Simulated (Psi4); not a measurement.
F₅V, charge -1, doublet, at a GFN2-xTB geometry (such geometries of metal compounds can be far from the true shape) (the multiplicity is a formal guess) (a gas-phase anion, which may not be bound at this level); PBE/6-31G* (Psi4).

Here is a job for Psi4.
```
memory 2 GB

molecule mol {
-1 2
V    -0.044001    0.016631    0.057167
F     1.150695   -0.707214    1.225068
F    -1.273355    0.753575   -1.065708
F     0.308927    1.530622    0.649151
F     1.021446   -0.386073   -1.327064
F    -1.095265   -1.233412    0.372460
}

set {
  basis 6-31g*
  reference uks
  basis_guess sto-3g
}

energy('pbe')
print_variables()
```

What the program printed (banner, timings and long lists left out):

```
  //>>>>>>>>>>>>>>>>>>>>>>>>>>>>>>>>>>>//
  //      Guess SCF, STO-3G Basis      //
  //<<<<<<<<<<<<<<<<<<<<<<<<<<<<<<<<<<<//

   => Loading Basis Set <=

    Name: STO-3G
    Role: ORBITAL
    Keyword: BASIS

         ---------------------------------------------------------
                           SCF Castup computation
         ---------------------------------------------------------
                                   SCF
               by Justin Turney, Rob Parrish, Andy Simmonett
                          and Daniel G. A. Smith
                              UKS Reference
         ---------------------------------------------------------

  ==> Geometry <==

    Molecular point group: c1
    Full point group: C1

    Geometry (in Angstrom), charge = -1, multiplicity = 2:

       Center              X                  Y                   Z               Mass
    ------------   -----------------  -----------------  -----------------  -----------------
         V           -0.043279775392     0.016358422804     0.056229743228    50.943957040000
         F            1.151416224608    -0.707486577196     1.224130743228    18.998403162730
         F           -1.272633775392     0.753302422804    -1.066645256772    18.998403162730
         F            0.309648224608     1.530349422804     0.648213743228    18.998403162730
         F            1.022167224608    -0.386345577196    -1.328001256772    18.998403162730
         F           -1.094543775392    -1.233684577196     0.371522743228    18.998403162730

  Running in c1 symmetry.

  Rotational constants: A =      0.10189  B =      0.08456  C =      0.07734 [cm^-1]
  Rotational constants: A =   3054.52662  B =   2535.02301  C =   2318.60822 [MHz]
  Nuclear repulsion =  471.817852356197648

  Charge       = -1
  Multiplicity = 2
  Electrons    = 69
  Nalpha       = 35
  Nbeta        = 34

  ==> Algorithm <==

  SCF Algorithm Type is DF.
  DIIS enabled.
  MOM disabled.
  Fractional occupation disabled.
  Guess Type is SAD.
  Energy threshold   = 1.00e-06
  Density threshold  = 1.00e-06
  Integral threshold = 1.00e-12

  ==> Primary Basis <==

  Basis Set: STO-3G
    Blend: STO-3G
    Number of shells: 23
    Number of basis functions: 43
    Number of Cartesian functions: 44
    Spherical Harmonics?: true
    Max angular momentum: 2

  ==> DFT Potential <==

   => LibXC <=

    Version 7.1.2
[...]
  @DF-UKS Final Energy: -1425.63797985776500
    Total Energy =                      -1425.6379798577650035
[...]
      Ntotal   =   68.9998758750 ; deviation = -1.241e-04

   @Spin Contamination Metric:   2.771749858E-03
   @S^2 Expected:                7.500000000E-01
   @S^2 Observed:                7.527717499E-01
   @S   Expected:                5.000000000E-01
   @S   Observed:                5.000000000E-01

    Orbital Energies [Eh]
    ---------------------

    Alpha Occupied:

[...]
    Alpha Virtual:

[...]
     114A      8.121782

    Beta Occupied:

[...]
      34A     -0.068982

    Beta Virtual:

[...]
    Final Occupation by Irrep:
              A
    DOCC [    34 ]
    SOCC [     1 ]
    NA   [    35 ]
    NB   [    34 ]

  @DF-UKS Final Energy: -1442.76930432661970

   => Energetics <=

    Nuclear Repulsion Energy =            471.8178523561976476
    One-Electron Energy =               -2950.5079107205201581
    Two-Electron Energy =                1133.2481465055291210
    DFT Exchange-Correlation Energy =     -97.3273924678265416
    Empirical Dispersion Energy =           0.0000000000000000
    VV10 Nonlocal Energy =                  0.0000000000000000
    Total Energy =                      -1442.7693043266197037

  UHF NO Occupations:
  HONO-2 :   33  A 1.9996281
  HONO-1 :   34  A 1.9996141
  HONO-0 :   35  A 1.0000000
  LUNO+0 :   36  A 0.0003859
  LUNO+1 :   37  A 0.0003719
  LUNO+2 :   38  A 0.0003621
  LUNO+3 :   39  A 0.0001225

Computation Completed

Properties will be evaluated at   0.000000,   0.000000,   0.000000 [a0]

Properties computed using the SCF density matrix

 Multipole Moments:

 ------------------------------------------------------------------------------------
     Multipole            Electronic (a.u.)      Nuclear  (a.u.)        Total (a.u.)
 ------------------------------------------------------------------------------------

 L = 1.  Multiply by 2.5417464519 to convert [e a0] to [Debye]
 Dipole X            :         -0.3617735            0.0926954           -0.2690782
 Dipole Y            :          0.1367405           -0.0350360            0.1017045
 Dipole Z            :          0.4700170           -0.1204312            0.3495857
 Magnitude           :                                                    0.4527218

 ------------------------------------------------------------------------------------

  Variable Map:
  ----------------------------------------------------------------------------
[...]
  Array Variable Map:
  ----------------------------------------------------------------------------
[...]
[...]
```
